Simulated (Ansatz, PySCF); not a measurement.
Bond stretch in LiNa, singlet.

RKS-B3LYP/3-21G = restricted B3LYP/3-21G (PySCF); RCCSD = CCSD on RHF/aug-cc-pVDZ, frozen core in Ansatz (a quantum-chemistry and plane-wave program); RKS-B3LYP/6-31G* = PySCF 2.14.0 with restricted B3LYP/6-31G*, spherical d.

Energies are in kJ/mol, each relative to the lowest point of its own curve near equilibrium.

```csv
R / Å,RKS-B3LYP/3-21G,RCCSD,RKS-B3LYP/6-31G*
2.31,29.9,37.3,29.1
2.49,13.5,17.5,12.1
2.62,6.1,8.4,4.9
2.73,2.3,3.6,1.5
2.81,0.7,1.5,0.2
2.93,0.0,0.0,0.0
3.04,0.9,0.2,1.2
3.08,1.5,0.6,2.0
3.22,4.7,2.9,5.4
3.36,9.3,6.6,10.1
3.64,20.9,16.2,21.5
3.87,31.7,25.3,31.9
4.43,57.9,46.1,57.1
4.92,77.6,59.7,76.5
5.39,93.0,68.0,91.9
5.93,106.8,73.3,105.8
6.33,114.8,75.5,113.8
7.19,127.1,77.6,126.1
7.91,133.7,78.3,132.5
8.90,139.4,78.6,138.0
```

At the longest distance, 8.90 Å, RKS-B3LYP/3-21G lies highest above its minimum (139.4 kJ/mol) and RCCSD lowest (78.6 kJ/mol).

The restricted form behind RKS-B3LYP/3-21G, RKS-B3LYP/6-31G* keeps the bonding electrons paired and can't separate into open-shell fragments. With two correlated electrons CCSD is exact in the basis where it finds the lowest root (RCCSD).
